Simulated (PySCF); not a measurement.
Computed IR spectrum (relative IR intensity) of a molecule C₂H₁₀O₂Si₂. Geometry: PBE-D3(BJ)/def2-SVP. One conformer was computed; it need not be the lowest. Computed with PySCF 2.14.0 with PBE-D3(BJ)/def2-SVP. Frequencies are harmonic and unscaled.

Lines under 2 % of the strongest are left out, and lines within 2 cm⁻¹ are merged.

| ν (cm⁻¹) | relative intensity |
|---|---|
| 79 | 2.7 |
| 110 | 2.1 |
| 187 | 38 |
| 198 | 7.5 |
| 223 | 9.6 |
| 245 | 57 |
| 287 | 25 |
| 350 | 15 |
| 536 | 2.9 |
| 575 | 15 |
| 612 | 41 |
| 699 | 7.1 |
| 717 | 36 |
| 744 | 50 |
| 794 | 30 |
| 805 | 100 |
| 861 | 49 |
| 866 | 98 |
| 876 | 56 |
| 881 | 69 |
| 907 | 77 |
| 918 | 21 |
| 951 | 48 |
| 971 | 26 |
| 1034 | 18 |
| 1079 | 22 |
| 1417 | 3.8 |
| 1429 | 5.1 |
| 2120 | 95 |
| 2141 | 63 |
| 2190 | 43 |
| 2193 | 89 |
| 2951 | 2.7 |
| 2956 | 20 |
| 3037 | 11 |
| 3046 | 7.0 |
| 3765 | 74 |

Pick the molecule that these values belong to.
A. CO[SiH2]OC[SiH3]
B. C[C@@H](O[SiH3])[SiH2]O
C. CC([SiH2]O)[SiH2]O
D. CO[Si@@H](O)C[SiH3]

C, CC([SiH2]O)[SiH2]O
